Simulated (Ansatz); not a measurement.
Process, species as SMILES: CCCC[C@H](C)Cl [(2S)-2-chlorohexane] → C[CH]CC[C@H](C)Cl + H atom (the C-H bond at the site shown breaks; other sites are not compared here)
Structures are relaxed separately at B3LYP-D3(BJ)/def2-TZVP in Ansatz (a program for electronic structure), one conformer each, not searched for the lowest.

Quantity: bond dissociation energy (electronic energy difference), in kJ/mol. Valence correlation only, unless marked. Open shells are spin-unrestricted. Spin-orbit coupling is left out. Non-relativistic. CBS(X,Y): correlation extrapolated as X^-3; Hartree-Fock from the larger set. The bracket is a focal-point correction in the basis named.

```json
[
 {"level": "PBE/def2-TZVPD", "program": "Ansatz", "bond dissociation energy (kJ/mol)": "420.8"},
 {"level": "BLYP-D3(BJ)/def2-TZVPD", "program": "Ansatz + dftd3", "bond dissociation energy (kJ/mol)": "424.9"},
 {"level": "BLYP-D4/def2-TZVPD", "program": "Ansatz + dftd4", "bond dissociation energy (kJ/mol)": "424.7"},
 {"level": "BLYP/def2-TZVPD", "program": "Ansatz", "bond dissociation energy (kJ/mol)": "420.8"},
 {"level": "revPBE-D3(BJ)/def2-TZVPD", "program": "Ansatz + dftd3", "bond dissociation energy (kJ/mol)": "418.2"},
 {"level": "revPBE/def2-TZVPD", "program": "Ansatz", "bond dissociation energy (kJ/mol)": "412.6"},
 {"level": "r2SCAN-D4/def2-TZVPD", "program": "Ansatz + dftd4", "bond dissociation energy (kJ/mol)": "___"},
 {"level": "PBE0-D4/def2-TZVP", "program": "Ansatz + dftd4", "bond dissociation energy (kJ/mol)": "424.5"},
 {"level": "PBE0/def2-TZVPD", "program": "Ansatz", "bond dissociation energy (kJ/mol)": "422.7"},
 {"level": "BHLYP/def2-TZVPD", "program": "Ansatz", "bond dissociation energy (kJ/mol)": "___"},
 {"level": "HSE06/def2-TZVPD", "program": "Ansatz", "bond dissociation energy (kJ/mol)": "423.0"},
 {"level": "LC-wPBE/def2-TZVPD", "program": "Ansatz", "bond dissociation energy (kJ/mol)": "423.8"},
 {"level": "B2GP-PLYP-D4/def2-TZVPD", "program": "Ansatz + dftd4", "bond dissociation energy (kJ/mol)": "434.2"},
 {"level": "SCS-MP2/6-31G*", "program": "Ansatz", "bond dissociation energy (kJ/mol)": "417.9"},
 {"level": "RI-MP2/CBS(cc-pV(T+d)Z,cc-pV(Q+d)Z)+[CCSD(T)-MP2]/cc-pV(T+d)Z", "program": "Ansatz", "bond dissociation energy (kJ/mol)": "___"}
]
```

**Question.** What belongs in the gaps?

**Answer.** 
- r2SCAN-D4/def2-TZVPD, bond dissociation energy (kJ/mol): 417.2
- BHLYP/def2-TZVPD, bond dissociation energy (kJ/mol): 426.9
- RI-MP2/CBS(cc-pV(T+d)Z,cc-pV(Q+d)Z)+[CCSD(T)-MP2]/cc-pV(T+d)Z, bond dissociation energy (kJ/mol): 448.5
